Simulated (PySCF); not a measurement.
Al(H)(Me)(SMe) (C2H7AlS), SMILES [CH3][AlH][S]C.

The structure is a stationary point at PBE-D3(BJ)/def2-SVP. The structure was generated by enumeration; whether it is a known compound was not checked. One conformer was computed; it need not be the lowest.

Method: C-PCM-PBE0/def2-SVP in PySCF.

The values are the electrostatic part of the solvation free energy, E(continuum) − E(gas) at the gas-phase geometry, in a cavity of scaled van der Waals radii (PySCF's table); cavitation and dispersion terms are not included. A continuum can't describe solvent molecules that bind to the metal. In vacuum the orbital gap is 6.16 eV. The dipole moment in vacuum is 0.98 D.

```tsv
solvent	ε	ΔG(elec) (kcal/mol)	dipole (D)	gap (eV)
water	78.36	-4.4	1.44	6.55
N,N-dimethylformamide	37.22	-4.3	1.43	6.54
dichloromethane	8.93	-3.9	1.38	6.50
```
